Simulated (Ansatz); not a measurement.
Stepwise reaction of `C[O][SnH]([Cl])[Cl]` with water, as a gas-phase model of exchange steps in deposition or etching. ΔE in kJ/mol.

Program: Ansatz. Geometries: PBE0-D4/def2-TZVP. ΔE: electronic, gas phase. CBS: MP2 limit from def2 TZ/QZ plus the TZ coupled-cluster correction, frozen cores. This one scheme is used for every species. Functionals use def2-TZVPP. B3LYP here is the variant with VWN-RPA as its local correlation; programs differ in this. def2 core potentials past Kr. For Sn outer-core shells are correlated without core-valence functions, which leaves a few kJ/mol of doubt a bond. Each species was taken in one conformer, which may not be the lowest.

```json
{"step": "1", "reaction": "`C[O][SnH]([Cl])[Cl]` + H₂O → `C[O][SnH]([OH])[Cl]` + HCl", "PBE-D4": "67.7", "B3LYP-D4": "68.5", "ωB97M-V": "68.1", "CCSD(T)/CBS": "68.5"}
{"step": "2", "reaction": "`C[O][SnH]([OH])[Cl]` + H₂O → `C[O][SnH]([OH])[OH]` + HCl", "PBE-D4": "67.9", "B3LYP-D4": "68.5", "ωB97M-V": "67.6", "CCSD(T)/CBS": "68.1"}
```

(1) By hand: ΔE of the 2 steps together at CCSD(T)/CBS.

Results:

(1) (68.5) + (68.1) = 136.6 kJ/mol, or 68.3 kJ/mol a step.

In ΔE the steps differ by no more than 0.4 kJ/mol. All are uphill at CCSD(T)/CBS. PBE-D4 differs from CCSD(T)/CBS by -0.8 to -0.2 kJ/mol a step. Isolated molecules leave out the surface, adducts and barriers. Largest T1 diagnostic: 0.014.
